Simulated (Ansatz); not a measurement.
AlH₅OSSi (`O[SiH]([AlH2])S`), relaxed with RKS PBE0-D4/def2-TZVP in Ansatz from a PBE-D4/def2-SVP geometry. The force threshold is 0.005 eV/Å; the program also tests the step.

Total charge 0; spin multiplicity 1.

Start:

```xyz
9

O    -0.416    2.162   -0.227
Si   -0.358    0.598   -0.853
Al    1.010   -1.233   -0.054
S    -1.328   -0.919    0.744
H     0.383    2.398    0.278
H    -1.452    0.559   -1.884
H     1.085   -2.538   -0.970
H     1.988   -0.855    1.157
H    -0.913   -0.173    1.808
```

Task: By how much does the energy fall, and how many steps does the optimiser take? (An estimate is asked.)

Result: The calculation gave: 5.25 kJ/mol, in 12 steps, 2 of them rejected.

Task: Which bonds change most? (Best estimate.)

Result: Computed: Si2–S4 from 2.407 to 2.325 Å; O1–Si2 from 1.685 to 1.648 Å; Si2–Al3 from 2.421 to 2.399 Å; S4–H9 from 1.364 to 1.345 Å.

Task: Give the relaxed structure. (Estimate.)

Result: Ansatz gave: 
```xyz
9

O    -0.436    2.146   -0.244
Si   -0.364    0.598   -0.806
Al    1.009   -1.225   -0.067
S    -1.323   -0.855    0.734
H     0.318    2.442    0.268
H    -1.394    0.524   -1.874
H     1.064   -2.519   -0.976
H     1.950   -0.921    1.175
H    -0.822   -0.191    1.791
```
